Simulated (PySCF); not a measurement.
InBr₂⁺ + 2 HF → InF₂⁺ + 2 HBr

Level: PBE0 in the def2-TZVP basis family, computed in PySCF with density fitting; scalar-relativistic core potentials for atoms from Rb on, none lighter, no spin–orbit coupling; open shells unrestricted.

```tsv
species	state and structure	E (Eh)	ZPE (kJ/mol)	H(298 K) − H(0) (kJ/mol)	S° (J/(mol K))
InBr₂⁺	singlet, D∞h, In–Br 2.345 Å (×2)	-5337.66410	4.5	15.1	305.8
HF	singlet, C∞v, H–F 0.920 Å	-100.39188	24.9	8.7	173.6
InF₂⁺	singlet, D∞h, In–F 1.842 Å (×2)	-389.42846	10.4	12.6	260.5
HBr	singlet, C∞v, H–Br 1.421 Å	-2574.45811	16.0	8.7	198.5
```

(1) What is the electronic reaction energy?

(2) Add zero-point, thermal and entropy terms for 298.15 K and 1 bar.

## Answers

(1) At PBE0/def2-TZVP, ΔE = 270.9 kJ/mol from the differences of the total energies times 2625.5, uphill. 

(2) ΔZPE = -11.9 and Δ[H(298) − H(0)] = -2.5 kJ/mol give ΔH° = 256.5 kJ/mol. ΔS° = 4.5 J/(mol K), so ΔG° = 256.5 − 298.15 × (0.0045) = 255 kJ/mol.

Only the bonding shown was studied: isomers, or loss of a ligand pair, can lie lower.
